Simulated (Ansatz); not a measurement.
CH$_{8}$OSi$_{2}$ (`OC([SiH3])[SiH3]`). The species carries charge 0 and has multiplicity 1. The structure was optimised at the PBE0-D4/def2-TZVP level. It is one conformer, not always the lowest.

```xyz
12

O    -1.070   -1.190   -0.792
C    -0.483    0.048   -0.377
Si    1.234    0.141   -1.158
Si   -0.433    0.186    1.508
H    -1.937   -1.275   -0.386
H    -1.049    0.909   -0.768
H     2.082   -0.975   -0.667
H     1.849    1.436   -0.759
H     1.137    0.077   -2.639
H    -1.797   -0.132    2.022
H    -0.062    1.564    1.928
H     0.528   -0.788    2.087
```

**Question.** What is the dipole moment at ωB97M-V/def2-TZVPP? (Estimate.)

**Answer.** Computed: 1.46 D, with components (-1.11, 0.81, 0.51) D in this frame, pointing from negative to positive charge.

**Question.** And with PBE, r2SCAN, B3LYP? (Best estimate.)

**Answer.** Ansatz gave: PBE 1.41 D, r2SCAN 1.44 D, B3LYP 1.45 D.

**Question.** Give the Mulliken charges with ωB97M-V, B3LYP, PBE in def2-TZVPP. (Estimate.)

**Answer.** Computed: 
```json
{"atom": "O1", "ωB97M-V": "-0.32", "B3LYP": "-0.34", "PBE": "-0.30"}
{"atom": "C2", "ωB97M-V": "-0.14", "B3LYP": "-0.03", "PBE": "-0.01"}
{"atom": "Si3", "ωB97M-V": "0.16", "B3LYP": "0.25", "PBE": "0.18"}
{"atom": "Si4", "ωB97M-V": "0.14", "B3LYP": "0.23", "PBE": "0.15"}
{"atom": "H5", "ωB97M-V": "0.17", "B3LYP": "0.18", "PBE": "0.18"}
{"atom": "H6", "ωB97M-V": "0.12", "B3LYP": "0.09", "PBE": "0.09"}
{"atom": "H7", "ωB97M-V": "-0.02", "B3LYP": "-0.06", "PBE": "-0.05"}
{"atom": "H8", "ωB97M-V": "-0.02", "B3LYP": "-0.07", "PBE": "-0.05"}
{"atom": "H9", "ωB97M-V": "-0.02", "B3LYP": "-0.06", "PBE": "-0.05"}
{"atom": "H10", "ωB97M-V": "-0.03", "B3LYP": "-0.08", "PBE": "-0.06"}
{"atom": "H11", "ωB97M-V": "-0.02", "B3LYP": "-0.06", "PBE": "-0.05"}
{"atom": "H12", "ωB97M-V": "-0.01", "B3LYP": "-0.05", "PBE": "-0.04"}
```

B3LYP here is the variant with VWN-RPA as its local correlation; programs differ in this.
